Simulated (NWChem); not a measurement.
System: BeNH3Se; SMILES [NH2][Be][SeH]

NWChem input:

```
start job
memory heap 200 mb stack 900 mb global 1100 mb
geometry units angstroms
  Be     1.015151    -0.614922    -0.532297
  N      2.193716    -1.278985    -1.170972
  H      2.207026    -1.815427    -2.020836
  H      3.145586    -1.287815    -0.835070
  Se    -0.558781     0.344500     0.290101
  H     -1.137001    -0.611040     1.165600
end
basis spherical
  * library def2-svp
end
dft
  xc pbe0
  iterations 150
end
driver
  maxiter 120
end
task dft optimize
task dft freq
```

Excerpt of the output:

```
             Northwest Computational Chemistry Package (NWChem) 7.3.0
             --------------------------------------------------------

 C1  symmetry detected

                             Geometry "geometry" -> ""
                             -------------------------

 Output coordinates in angstroms (scale by  1.889725989 to convert to a.u.)

  No.       Tag          Charge          X              Y              Z
 ---- ---------------- ---------- -------------- -------------- --------------
    1 Be                   4.0000    -0.00920046    -1.17349572    -0.00052917
    2 N                    7.0000     0.01379133    -2.66928055    -0.00047349
    3 H                    1.0000     0.00896807    -3.28090608    -0.79803662
    4 H                    1.0000     0.03156518    -3.27947441     0.80346194
    5 Se                  34.0000     0.03616521     0.84443216    -0.00038532
    6 H                    1.0000    -1.32988770     1.22863392     0.01310656

 Effective nuclear repulsion energy (a.u.)     114.1013557059

                                Z-matrix (autoz)
                                --------

 Units are Angstrom for bonds and degrees for angles

      Type          Name      I     J     K     L     M      Value
      ----------- --------  ----- ----- ----- ----- ----- ----------
    1 Stretch                  1     2                       1.49596
    2 Stretch                  1     5                       2.01844
    3 Stretch                  2     3                       1.00510
    4 Stretch                  2     4                       1.00944
    5 Stretch                  5     6                       1.41912
    6 Bend                     1     2     3               127.47029
    7 Bend                     1     2     4               127.20853
    8 Bend                     1     5     6               104.42012
    9 Bend                     2     5     6               105.34309
   10 Bend                     3     2     4               105.32016
   11 Bend                     5     2     3               127.48569
   12 Bend                     5     2     4               127.18169
   13 Torsion                  1     2     3     4        -179.65035
   14 Torsion                  1     2     4     3         179.65156
   15 Torsion                  3     2     5     6          90.49776
   16 Torsion                  2     3     1     5         173.88354
   17 Torsion                  4     2     5     6         -90.97874
   18 Torsion                  2     4     1     5        -173.94697
   19 Torsion                  2     1     6     5         179.94137

                           NWChem Geometry Optimization
                           ----------------------------

 maximum gradient threshold         (gmax) =   0.000450
 rms gradient threshold             (grms) =   0.000300
 maximum cartesian step threshold   (xmax) =   0.001800
 rms cartesian step threshold       (xrms) =   0.001200
 fixed trust radius                (trust) =   0.300000
 source of zmatrix                         =   autoz

          -------------------
          Energy Minimization
          -------------------

 Using diagonal initial Hessian
 Scaling for Hessian diagonals: bonds = 1.00  angles = 0.25  torsions = 0.10

          --------
          Step   0

                                 NWChem DFT Module
                                 -----------------

 Summary of "ao basis" -> "ao basis" (spherical)
 ------------------------------------------------------------------------------
       Tag                 Description            Shells   Functions and Types
 ---------------- ------------------------------  ------  ---------------------
 Be                         def2-svp                 5        9   3s2p
 N                          def2-svp                 6       14   3s2p1d
 H                          def2-svp                 3        5   2s1p
 Se                         def2-svp                12       32   5s4p3d

            General Information
            -------------------
          SCF calculation type: DFT
          Wavefunction type:  closed shell.
          No. of atoms     :     6
          No. of electrons :    48
           Alpha electrons :    24
            Beta electrons :    24
          Charge           :     0
          Spin multiplicity:     1
          Use of symmetry is: off; symmetry adaption is: off
          Maximum number of iterations: 150
          AO basis - number of functions:    70
                     number of shells:    32
          Convergence on energy requested:  1.00D-06
          Convergence on density requested:  1.00D-05
          Convergence on gradient requested:  5.00D-04

[...]

      ----------------------
      Optimization converged
      ----------------------

  Step       Energy      Delta E   Gmax     Grms     Xrms     Xmax
  ---- ---------------- -------- -------- -------- -------- --------
@    7   -2472.20805865 -7.3D-07  0.00011  0.00004  0.00063  0.00156
                                     ok       ok       ok       ok

                                Z-matrix (autoz)
                                --------

 Units are Angstrom for bonds and degrees for angles

      Type          Name      I     J     K     L     M      Value     Gradient
      ----------- --------  ----- ----- ----- ----- ----- ---------- ----------
    1 Stretch                  1     2                       1.49626   -0.00001
    2 Stretch                  1     5                       2.03362    0.00008
    3 Stretch                  2     3                       1.01505    0.00011
    4 Stretch                  2     4                       1.01492   -0.00003
    5 Stretch                  5     6                       1.47244    0.00008
    6 Bend                     1     2     3               125.50129    0.00002
    7 Bend                     1     2     4               125.46554    0.00001
    8 Bend                     1     5     6                91.45310   -0.00001
    9 Bend                     2     5     6                91.98692   -0.00001
   10 Bend                     3     2     4               109.03253   -0.00004
   11 Bend                     5     2     3               125.50690    0.00002
   12 Bend                     5     2     4               125.45750    0.00001
   13 Torsion                  1     2     3     4        -179.71930    0.00001
   14 Torsion                  1     2     4     3         179.71942   -0.00001
   15 Torsion                  3     2     5     6          90.36463   -0.00001
   16 Torsion                  2     3     1     5         176.58227   -0.00000
   17 Torsion                  4     2     5     6         -90.34397    0.00001
   18 Torsion                  2     4     1     5        -176.58741    0.00001
   19 Torsion                  2     1     6     5         179.97851   -0.00000

                         Geometry "geometry" -> "geometry"
                         ---------------------------------

 Output coordinates in angstroms (scale by  1.889725989 to convert to a.u.)

[...]

 Rotational Constants
 --------------------
 A=   4.772986 cm-1  (  6.867109 K)
 B=   0.087678 cm-1  (  0.126147 K)
 C=   0.087325 cm-1  (  0.125638 K)

 Temperature                      =   298.15K
 frequency scaling parameter      =   1.0000

 Zero-Point correction to Energy  =   22.144 kcal/mol  (  0.035289 au)
 Thermal correction to Energy     =   25.372 kcal/mol  (  0.040433 au)
 Thermal correction to Enthalpy   =   25.964 kcal/mol  (  0.041377 au)

 Total Entropy                    =   70.872 cal/mol-K
   - Translational                =   39.844 cal/mol-K (mol. weight = 104.9570)
   - Rotational                   =   23.295 cal/mol-K (symmetry #  =        1)
   - Vibrational                  =    7.733 cal/mol-K

 Cv (constant volume heat capacity) =   16.147 cal/mol-K
   - Translational                  =    2.979 cal/mol-K
   - Rotational                     =    2.979 cal/mol-K
   - Vibrational                    =   10.189 cal/mol-K

[normal modes left out]

 ----------------------------------------------------------------------------
 Normal Eigenvalue ||           Projected Infra Red Intensities
  Mode   [cm**-1]  || [atomic units] [(debye/angs)**2] [(KM/mol)] [arbitrary]
 ------ ---------- || -------------- ----------------- ---------- -----------
    1       -0.000 ||    0.000814           0.019         0.793       0.198
    2       -0.000 ||    0.000460           0.011         0.448       0.112
    3        0.000 ||    0.002173           0.050         2.119       0.529
    4        0.000 ||    0.003678           0.085         3.585       0.895
    5        0.000 ||    0.000237           0.005         0.231       0.058
    6        0.000 ||    0.000000           0.000         0.000       0.000
    7      228.755 ||    0.001276           0.029         1.244       0.310
    8      230.627 ||    0.002755           0.064         2.685       0.670
    9      292.336 ||    0.002197           0.051         2.142       0.535
   10      399.738 ||    0.003440           0.079         3.354       0.837
   11      478.672 ||    0.205804           4.748       200.628      50.073
   12      605.520 ||    0.003404           0.079         3.318       0.828
   13      659.560 ||    0.066331           1.530        64.663      16.139
   14     1296.771 ||    0.208572           4.812       203.326      50.746
   15     1539.094 ||    0.121111           2.794       118.065      29.467
   16     2448.994 ||    0.008153           0.188         7.948       1.984
   17     3618.027 ||    0.065790           1.518        64.135      16.007
   18     3699.390 ||    0.043627           1.007        42.530      10.614
 ----------------------------------------------------------------------------
```

Level: PBE0/def2-SVP. This build's default masses of Se (78.918 u) and Br (79.917 u) are each other's, which moves their modes by up to 0.6 %.
